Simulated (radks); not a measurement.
Initial-state core-level shifts of the osmium ion Os+ when its valence configuration changes from [Xe] 4f14 5d6 6s1. Calculated with a radial shooting solver on a logarithmic mesh with Libxc functionals: scalar-relativistic Kohn-Sham, PBE, spin-polarised, spherical densities, finite nucleus; open shells are filled with parallel spins first (spin-orbit coupling, left out, can overturn this in heavy ions); Fermi nuclear charge, rms radius 5.4126 fm. Shifts are changes of the shell-averaged eigenvalues in eV (positive: less bound); the change of the density at the nucleus, which sets a Mossbauer isomer shift, is in e/bohr^3, on a base of 1.789e+06.

valence                    1s       3s       4s      5s  density at nucleus
4f13.5 5d6 6s1 6p0.5   -7.680   -9.009   -8.236  -4.367               +64.0
4f13 5d6 6s2          -14.215  -16.930  -15.296  -7.424              +248.2
4f14 5d5.5 6s1 6p0.5   -2.177   -2.217   -2.214  -2.139               +12.3
4f13.5 5d6.5 6s1       -5.432   -6.720   -5.953  -2.166               +51.5
4f13 5d7 6s1          -10.972  -13.599  -11.989  -4.297              +104.3
4f13.5 5d7.5           -2.714   -3.906   -3.152  +0.519               -83.3
4f13.5 5d5.5 6s2       -8.559   -9.932   -9.147  -5.197              +190.5
4f14 5d7               +2.582   +2.676   +2.668  +2.565              -133.0
4f14 5d5 6s1 6p1       -4.392   -4.475   -4.467  -4.294               +25.4
